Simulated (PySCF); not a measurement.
## Magnetisability: SMILES C=CC1=NN([SiH3])CC1, C$_{5}$H$_{10}$N$_{2}$Si

Molfile (atoms numbered from 1):
```
C5H10N2Si
     RDKit          3D

 18 18  0  0  0  0  0  0  0  0999 V2000
    3.2501    0.4692   -0.3667 C   0  0  0  0  0  0  0  0  0  0  0  0
    2.0671    0.9808   -0.7040 C   0  0  0  0  0  0  0  0  0  0  0  0
    0.8041    0.3577   -0.4381 C   0  0  0  0  0  0  0  0  0  0  0  0
   -0.3107    0.8942   -0.7831 N   0  0  0  0  0  0  0  0  0  0  0  0
   -1.3523    0.1323   -0.4269 N   0  0  0  0  0  0  0  0  0  0  0  0
   -2.9859    0.5819   -0.7758 Si  0  0  0  0  0  4  0  0  0  0  0  0
   -0.9148   -1.0940    0.2482 C   0  0  0  0  0  0  0  0  0  0  0  0
    0.6124   -0.9764    0.2663 C   0  0  0  0  0  0  0  0  0  0  0  0
    3.3419   -0.4751    0.1429 H   0  0  0  0  0  0  0  0  0  0  0  0
    4.1686    0.9824   -0.5917 H   0  0  0  0  0  0  0  0  0  0  0  0
    2.0011    1.9308   -1.2159 H   0  0  0  0  0  0  0  0  0  0  0  0
   -3.7291    0.6130    0.4909 H   0  0  0  0  0  0  0  0  0  0  0  0
   -2.8814    1.8800   -1.4187 H   0  0  0  0  0  0  0  0  0  0  0  0
   -3.5846   -0.4488   -1.6349 H   0  0  0  0  0  0  0  0  0  0  0  0
   -1.3514   -1.1326    1.2498 H   0  0  0  0  0  0  0  0  0  0  0  0
   -1.2675   -1.9631   -0.3134 H   0  0  0  0  0  0  0  0  0  0  0  0
    1.0206   -0.9450    1.2772 H   0  0  0  0  0  0  0  0  0  0  0  0
    1.1031   -1.7811   -0.2825 H   0  0  0  0  0  0  0  0  0  0  0  0
  1  2  2  0
  2  3  1  0
  3  4  2  0
  4  5  1  0
  5  6  1  0
  5  7  1  0
  7  8  1  0
  8  3  1  0
  1  9  1  0
  1 10  1  0
  2 11  1  0
  6 12  1  0
  6 13  1  0
  6 14  1  0
  7 15  1  0
  7 16  1  0
  8 17  1  0
  8 18  1  0
M  END
```

Computed with GIAO HF/pcSseg-1 magnetisability, rotational g tensor and spin-rotation constants, non-relativistic, gas phase in PySCF 2.14.0. Geometry: GFN2-xTB.

Problem. What are the magnetisability and the molar susceptibility?

Solution. Isotropic -1231 × 10⁻³⁰ J/T², or -74.1 × 10⁻⁶ cm³/mol; principal values -1431, -1190, -1071 × 10⁻³⁰ J/T², anisotropy 318 × 10⁻³⁰ J/T² (root of half the summed squared differences of the principal values). The susceptibility is in cgs units.

Problem. Split it along the inertial axes a, b, c into diamagnetic and paramagnetic parts about the centre of mass, with the quadrupole moment.

Solution. 
| axis | χ (10⁻⁶ cm³/mol) | diamagnetic (10⁻⁶ cm³/mol) | paramagnetic (10⁻⁶ cm³/mol) | summed x² of all electrons (Å²) | quadrupole Θ (D Å) |
| --- | --- | --- | --- | --- | --- |
| a | -71.1 | -379.2 | 308.1 | 318.2 | +4.09 |
| b | -65.0 | -1428.5 | 1363.5 | 70.8 | +1.09 |
| c | -86.2 | -1650.3 | 1564.1 | 18.6 | -5.19 |

Anisotropies 2χaa − χbb − χcc = +9.0 and 2χbb − χaa − χcc = +27.3 × 10⁻⁶ cm³/mol. Θ is traceless in Buckingham's convention.

Problem. And the rotational g tensor?

Solution. 
```tsv
axis	rotational constant (GHz)	g	nuclear part	electronic part
a	4.9835	-0.0746	0.6466	-0.7212
b	0.9248	-0.0157	0.5766	-0.5924
c	0.7948	-0.0042	0.5798	-0.5840
```
Asymmetric top; isotopes 12C, 1H, 14N, 28Si; no vibrational averaging.
